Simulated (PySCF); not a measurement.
Input for PySCF: R-MP2/6-31G* on OSi (SMILES O=[Si]), 2S+1 = 1, a spin state set in the input, which need not be the lowest.

```python
from pyscf import gto, scf, dft, mp
from pyscf.data.elements import chemcore

mol = gto.M(
    atom='''
    O    -0.00000000   -0.00000000   -0.96290494
    Si    0.00000000    0.00000000    0.55023140
    ''',
    basis='6-31g*',
    cart=True,
    charge=0, spin=0, verbose=3, max_memory=1800)
mf = scf.RHF(mol)
mf.conv_tol = 1e-8
mf.max_cycle = 100
mf.kernel()
if not mf.converged:
    mf = mf.newton().run(mf.mo_coeff, mf.mo_occ)
pt = mp.MP2(mf, frozen=chemcore(mol)).run()
```

Output:

```
converged SCF energy = -363.777954616322
E(RMP2) = -364.044945732411  E_corr = -0.266991116088248
E(SCS-RMP2) = -364.036708440962  E_corr = -0.258753824639897
```

The calculation finished and met its thresholds.

Cost: around 0.11 core-seconds (rough).
